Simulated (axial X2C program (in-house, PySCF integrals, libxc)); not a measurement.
## What spin–orbit coupling does to BeNi

Computed with an axial X2C code built on PySCF integrals. Spin-free means the one-electron spin-free X2C Hamiltonian; two-component (2c) means X2C with spin–orbit coupling and atomic mean-field two-electron Coulomb and Gaunt terms, so the difference of the two also holds small scalar two-electron terms. Basis: Ni dyall-cv3z [9s9p6d3f2g], Be dyall-cv3z [8s8p3d1f] (cores contracted in-house); Gaussian nuclei, density fitting, unrestricted open shells. Masses: Ni 57.935 u, Be 9.012 u.

Spin-free state: M_S = 1, Λ = 2 (beyond evenly filled blocks: σα, δ+α, δ+β, δ-α); fragments Ni + Be.

| level | Re (Å) | ωe (cm⁻¹) | De (eV) | μ (D) |
| --- | --- | --- | --- | --- |
| PBE0 | 2.037 | 495.8 | 1.337 | -1.00 |
| HF | 2.249 | 338.3 | -1.173 | -1.44 |
| MP2 | 1.970 | 565.3 | 1.477 | n/a |
| BHandHLYP | 2.074 | 454.4 | 0.755 | -1.13 |

Correlated methods: 12 electrons correlated (number of frozen shells: Ni 3 s, 2 p; Be 1 s), 228 virtual spin orbitals or spinors in MP2.

Dipoles are positive if Be is the positive end.

Two-component determinant lowest at the distance of the search:

Ω = 3 (⟨Sz⟩ = 1.00, ⟨Lz⟩ = 2.00 at HF); fragments Ni + Be.

| level | Re (Å) | ωe (cm⁻¹) | De (eV) | μ (D) |
| --- | --- | --- | --- | --- |
| PBE0 | 2.037 | 495.6 | n/a | -1.00 |
| HF | 2.249 | 338.0 | -1.209 | -1.44 |
| MP2 | 1.970 | 565.2 | n/a | n/a |
| BHandHLYP | 2.074 | 454.2 | 0.716 | -1.13 |

(1) From the two tables, how do the constants change at the MP2 level (2c against spin-free)?

The state is one determinant whose occupation by symmetry is held fixed; it was picked as the lowest of a PBE0 search that is not exhaustive. De is counted from the lowest determinant-based energies of the atoms at the same level, without counterpoise correction. De is not given where an atomic determinant may have missed its ground term or J level, or where the truncated virtual space spoils (T). Density functionals use the spin component along the axis (collinear). PBE0 can misorder states that lie within some tenths of an eV, so this need not be the ground state of the molecule. The nearest other spin-free determinant of the search, M_S = 0, Λ = 2, lies 0.06 eV up at the distance of the search. The functionals have no current-density term, which raises determinants with orbital currents, atoms included. With several unpaired electrons one determinant need not be a pure state. A state of lower Ω lies just above, and one determinant can place such states too high, so the state shown need not be the lowest. The search has Ω = 2 only 0.06 eV up. The determinant is spin-polarised beyond a pure state at some levels (its spin-free form has ⟨S²⟩ too high), which makes Re and μ there less reliable.

Results:

(1) At the MP2 level Re is unchanged within 0.001 Å and ωe doesn't move by more than 0.2 cm⁻¹.
